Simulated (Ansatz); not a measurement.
A trace of molecular dynamics of FGeH5O4 (11 atoms, charge 0, multiplicity 1).

Theory: Ansatz 0.2.0, RKS PBE-D4/def2-SVP.

- ensemble: NVE (velocity Verlet)
- starting velocities drawn for: 100 K
- seed: 5452

```tsv
time (fs)	T (K)	potential energy less start (eV)	conserved less start (meV/atom)
0.0	100	0.000	0.00
4.0	77	0.027	0.01
8.0	56	0.051	0.01
12.0	55	0.052	0.01
16.0	51	0.057	0.01
20.0	43	0.066	0.01
24.0	43	0.067	0.01
28.0	45	0.065	0.01
32.0	46	0.063	0.01
36.0	63	0.044	0.01
40.0	90	0.012	0.01
44.0	109	-0.011	0.01
48.0	127	-0.031	0.01
52.0	154	-0.062	0.01
56.0	177	-0.090	0.01
60.0	188	-0.102	0.01
64.0	194	-0.109	0.01
68.0	205	-0.122	0.01
72.0	210	-0.128	0.01
76.0	204	-0.121	0.01
80.0	197	-0.113	0.01
84.0	198	-0.114	0.01
88.0	201	-0.118	0.01
92.0	197	-0.112	0.01
96.0	188	-0.102	0.01
100.0	188	-0.102	0.01
```

Task: Is this trajectory sound?

Result: The conserved energy stayed within 0.014 meV per atom of its start (net change 0.011 meV per atom), so the integration is sound. The kinetic energy rose, since the run started high on the potential surface and went downhill. It ends in pieces (FH + GeH4O4), so much of that is their flight and rotation, not heat. A run of 0.1 ps of so small a system gives no equilibrium averages. The orbitals stay closed-shell, which can raise the energy where a bond breaks towards radicals; this wasn't checked here. The time step was 0.5 fs.

The run took 2.3 min on 4 threads of Intel(R) Xeon(R) 6975P-C (Granite Rapids), on a shared host, peak memory 0.2 GiB.
